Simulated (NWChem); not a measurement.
A series in which one site is exchanged, each optimised at PBE0/def2-SVP with NWChem, gas phase unless a solvent is named. This build's default masses of Se (78.918 u) and Br (79.917 u) are each other's, which moves their modes by up to 0.6 %. For some, no frequency run checked for a minimum. def2 effective core potentials on In; no spin-orbit coupling.

A: FBBr (BHBrF; site = B)
B: [F][InH][Br] (InHBrF; site = In)
C: [AlH]([Br])[F] (AlHBrF; site = Al)
D: [F][GaH][Br] (GaHBrF; site = Ga)

Values for A:

* **dipole (D), PBE0/def2-SVP**: 0.63
* **orbital gap (eV), PBE0/def2-SVP**: 7.54
* **vertical ionisation energy, ΔSCF, PBE0/def2-SVP (eV)**: 11.43
* **static polarisability, PBE0/def2-SVPD (bohr³)**: 36.5
* **lowest singlet excitation, PBE0/def2-SVPD, TDA (eV)**: 5.78

**Question.** How do these values change for the other members?

**Answer.** 
```
change from A                                             B      C      D
----------------------------------------------------  -----  -----  -----
dipole (D), PBE0/def2-SVP                             +2.16  +0.59  +1.34
orbital gap (eV), PBE0/def2-SVP                       -0.94  +0.06  -0.39
vertical ionisation energy, ΔSCF, PBE0/def2-SVP (eV)  -0.54  -0.07  -0.19
static polarisability, PBE0/def2-SVPD (bohr³)         +20.1   +9.6  +12.1
lowest singlet excitation, PBE0/def2-SVPD, TDA (eV)   -0.56  +0.38  -0.04
```
